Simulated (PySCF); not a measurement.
First SCF of a structure search on triplet RuO₃, at a hand-made side-on plus terminal geometry. PySCF input:

```python
from pyscf import gto, scf, dft
mol = gto.M(atom='''
Ru     0.000000     0.000000     0.000000
O      0.720000     0.000000     1.797600
O     -0.720000     0.000000     1.797600
O      0.000000     0.000000    -1.800900''',
    basis={'Ru': 'def2-SVP', 'O': 'def2-SVP'},
    ecp={'Ru': 'def2-SVP'},
    charge=0, spin=2)
mf = dft.UKS(mol, xc='PBE0')
mf.grids.atom_grid = (50, 194)
aux = {'Ru': 'def2-universal-JKFIT', 'O': 'def2-universal-JKFIT'}
mf = mf.density_fit(auxbasis=aux)
mf.conv_tol = 1e-08
mf.diis_space = 10
mf.max_cycle = 60
mf.init_guess = 'minao'
mf.verbose = 4
mf.kernel()
```

Excerpt of the output (cycles alone):

```
init E= -310.725252060778
cycle= 1 E= -319.71017323781  delta_E= -8.98  |g|= 0.688  |ddm|= 2.31
cycle= 2 E= -314.646454168059  delta_E= 5.06  |g|= 2.94  |ddm|= 2.94
cycle= 3 E= -319.796437614254  delta_E= -5.15  |g|= 0.563  |ddm|= 2.66
cycle= 4 E= -319.650816358429  delta_E= 0.146  |g|= 0.86  |ddm|= 0.93
cycle= 5 E= -319.941781316643  delta_E= -0.291  |g|= 0.119  |ddm|= 0.568
cycle= 6 E= -319.946234717442  delta_E= -0.00445  |g|= 0.0597  |ddm|= 0.0647
cycle= 7 E= -319.947980435802  delta_E= -0.00175  |g|= 0.0122  |ddm|= 0.0562
cycle= 8 E= -319.948078552191  delta_E= -9.81e-05  |g|= 0.00731  |ddm|= 0.0162
cycle= 9 E= -319.94813435067  delta_E= -5.58e-05  |g|= 0.00438  |ddm|= 0.0146
cycle= 10 E= -319.948183255292  delta_E= -4.89e-05  |g|= 0.00194  |ddm|= 0.0262
cycle= 11 E= -319.948191109321  delta_E= -7.85e-06  |g|= 0.000732  |ddm|= 0.0102
cycle= 12 E= -319.948193715473  delta_E= -2.61e-06  |g|= 0.000503  |ddm|= 0.00538
cycle= 13 E= -319.948195516038  delta_E= -1.8e-06  |g|= 0.000435  |ddm|= 0.00375
cycle= 14 E= -319.948195966913  delta_E= -4.51e-07  |g|= 0.000404  |ddm|= 0.000931
cycle= 15 E= -319.948192465219  delta_E= 3.5e-06  |g|= 0.000457  |ddm|= 0.00794
cycle= 16 E= -319.948184330932  delta_E= 8.13e-06  |g|= 0.00047  |ddm|= 0.0259
cycle= 17 E= -319.948182204059  delta_E= 2.13e-06  |g|= 0.000188  |ddm|= 0.0161
cycle= 18 E= -319.948181888792  delta_E= 3.15e-07  |g|= 0.000106  |ddm|= 0.00648
cycle= 19 E= -319.948181869246  delta_E= 1.95e-08  |g|= 0.000117  |ddm|= 0.00349
cycle= 20 E= -319.948181877445  delta_E= -8.2e-09  |g|= 2.67e-05  |ddm|= 0.000139
Extra cycle  E= -319.948181879373  delta_E= -1.93e-09  |g|= 4.62e-05  |ddm|= 0.000105
converged SCF energy = -319.948181879373  <S^2> = 2.016329  2S+1 = 3.0108663
```

This is not the lowest solution: another start and a stability analysis within the same unrestricted form found one 24.7 kJ/mol lower, at -319.95758 Eh.

With open d or f shells other occupations or spin states may lie lower.

The search for the lowest solution, 3 starts and the stability check together, took 12 s on 2 threads of a shared Intel Xeon Platinum 8375C @ 2.90GHz (Ice Lake) host, with 73 basis functions; the process peaked at 0.45 GiB. Launch command: `OMP_NUM_THREADS=2 python axn.py task.json out`.
